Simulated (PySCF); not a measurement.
A structure optimised at ωB97X-D3(BJ)/def2-SVP, used in a PySCF frequency run:

```xyz
7

B      0.0515    -0.0501     0.0670
Cl     1.6974    -0.2357    -0.4996
Cl    -0.4031    -0.8313     1.5625
Si    -1.2541     1.0341    -1.0306
H     -2.5688     1.1796    -0.3427
H     -1.4577     0.3481    -2.3417
H     -0.6761     2.3856    -1.2911
```
Charge 0, spin multiplicity 1.

Write its SMILES and formula.

[SiH3]B(Cl)Cl, BCl₂H₃Si

What are its rotational constants (standard atomic weights)?

3.0547, 2.6003, 1.4281 GHz
